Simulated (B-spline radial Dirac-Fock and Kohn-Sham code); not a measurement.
## Pb 4f7/2: cross section and angular parameters

System: neutral lead in the configuration [Xe] 4f14 5d10 6s2 6p2; threshold 136.9 eV (tabulated edge). Model: Dirac-Hartree-Slater photoionisation with a Latter tail; cross sections with all multipoles, angular parameters from the dipole term and its interference with E2. Program: an atomic code on a B-spline grid.

For linearly polarised light dσ/dΩ = σ/(4π) [1 + β P₂(cos θ) + (δ + γ cos²θ) sin θ cos φ], with θ from the polarisation vector and φ the angle between the beam and the projection of the electron momentum on the plane normal to the polarisation.

| hν (eV) | σ (kb) | β | γ | δ |
| --- | --- | --- | --- | --- |
| 211 | 789 | 0.961 | 0.012 | 0.006 |
| 256 | 1850 | 0.367 | -0.002 | 0.009 |
| 269 | 2120 | 0.315 | -0.004 | 0.009 |
| 399 | 2660 | 0.377 | -0.012 | 0.016 |
| 459 | 2350 | 0.467 | -0.013 | 0.019 |
| 481 | 2220 | 0.499 | -0.013 | 0.020 |
| 482 | 2220 | 0.501 | -0.013 | 0.021 |
| 600 | 1580 | 0.646 | -0.008 | 0.028 |
| 800 | 883 | 0.813 | 0.015 | 0.040 |
| 876 | 715 | 0.858 | 0.028 | 0.044 |
| 1430 | 192 | 1.021 | 0.166 | 0.073 |
| 3130 | 14.9 | 1.022 | 0.654 | 0.151 |
| 5350 | 2.03 | 0.898 | 1.092 | 0.248 |
| 5360 | 2.02 | 0.897 | 1.094 | 0.248 |
| 5790 | ? | ? | ? | ? |
| 7730 | 0.470 | 0.788 | 1.387 | 0.347 |
| 9251.7 | 0.224 | 0.732 | 1.521 | 0.408 |
| 10500 | 0.131 | 0.693 | 1.610 | 0.456 |
| 12000 | 0.0743 | 0.653 | 1.697 | 0.513 |
| 13700 | 0.0419 | 0.613 | 1.778 | 0.574 |
| 15000 | 0.0282 | 0.585 | 1.830 | 0.619 |

Q: Give the values at 5790 eV.

A: σ = 1.49 kb, β = 0.875, γ = 1.157, δ = 0.266.

Values without a named source are computed, but for edge energies of neutral atoms, which are taken from tables.
